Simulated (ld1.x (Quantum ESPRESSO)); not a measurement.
**In (Z = 49), TM semilocal: configuration errors across variants**

```
Element                 : indium (In)
Generator               : ld1.x (Quantum ESPRESSO) 7.5
Type                    : norm-conserving Troullier–Martins (semilocal form)
Functional              : PBE
Relativity              : scalar-relativistic
Frozen core             : [Kr] 4d10
Valence charge          : 3
Reference configuration : 5s1.5 5p1.5
Partial waves           : 5s (bound): rc 1.70 bohr; 5p (bound): rc 2.90 bohr
Local potential         : the p channel
Core correction         : Bessel-smoothed model core inside 0.90 bohr
```

All-electron excitation energies from the reference (eV): (1) 5s2 5p1 -2.884; (2) 5s2 5p0 2.479; (3) 5s1 5p0 21.713; (4) 5s1 5p2 2.956; (5) 5s2 5p0.5 -0.944; (6) 5s2 5p1.3 -3.417; (7) 5s0 5p3 9.063.

A semilocal file is local in each channel, so a ghost entry of none says nothing of the separable form that plane-wave codes build from it.

4 further variants failed, have other tests or too few solved ones, and are left out.

A true bound ghost makes a file unfit for plane-wave use even where its test errors are small: the radial tests pick states by their node count and pass the ghost by.

Errors AE − PS in meV (a dash: test not solved or not reliable):

```tsv
change	(1)	(2)	(3)	(4)	(5)	(6)	(7)	bound ghosts
base	-4.8	-7.6	-152	-5.6	-3.1	-6.0	-49	none
wave 5s (bound): rc 1.70 bohr becomes 5s (bound): rc 1.32 bohr	+0.1	-18	-81	-1.7	-4.1	+0.6	-124	s
core correction Bessel-smoothed model core inside 1.88 bohr	-4.7	-7.5	-151	-5.6	-3.0	-5.9	-48	none
all radii but the core radius scaled by about 0.87 (s 1.48, p 2.52 bohr)	-5.5	-14	-128	-7.3	-6.1	-5.8	-83	none
core correction Bessel-smoothed model core inside 1.36 bohr	-4.8	-7.6	-152	-5.6	-3.1	-6.0	-49	none
wave 5s (bound): rc 1.70 bohr becomes 5s (bound): rc 2.16 bohr	-4.5	-6.8	-155	-5.3	-2.4	-5.9	-44	none
core correction Bessel-smoothed model core inside 1.70 bohr	-4.8	-7.6	-152	-5.6	-3.0	-6.0	-49	none
```

(1) Give the same row for: wave 5p (bound): rc 2.90 bohr becomes 5p (bound): rc 3.28 bohr.

Results:

(1) -3.7, -6.9, -162, -4.4, -1.7, -5.0, -36; bound ghosts: none.
